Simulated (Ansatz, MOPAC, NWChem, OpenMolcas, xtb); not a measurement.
**CH5BClN (SMILES CNBCl): methods side by side**

The runs start from one conformer, not always the lowest.

CH5BClN, singlet, SMILES `CNBCl`. Each level relaxes the structure for itself.

Quantity: the zero-point energy at each level's own minimum, in kJ/mol. The values are calculated.

```csv
level,kind,program,value (kJ/mol)
MNDO,semi-empirical,MOPAC,191.9
PM6-D3H4,semi-empirical,MOPAC,169.1
PM7,semi-empirical,MOPAC,167.3
GFN2-xTB,semi-empirical,xtb,176.8
HF/3-21G,Hartree–Fock,OpenMolcas,195.2
HF/6-31G* (Cartesian functions),Hartree–Fock,OpenMolcas,195.9
B3LYP/6-31G* (spherical functions),global hybrid,NWChem,183.9
B3LYP/def2-SVP,global hybrid,NWChem,181.9
PBE0-D4/def2-TZVP,global hybrid,Ansatz,183.3
```

Harmonic and unscaled. The values span 167.3 to 195.9 kJ/mol.
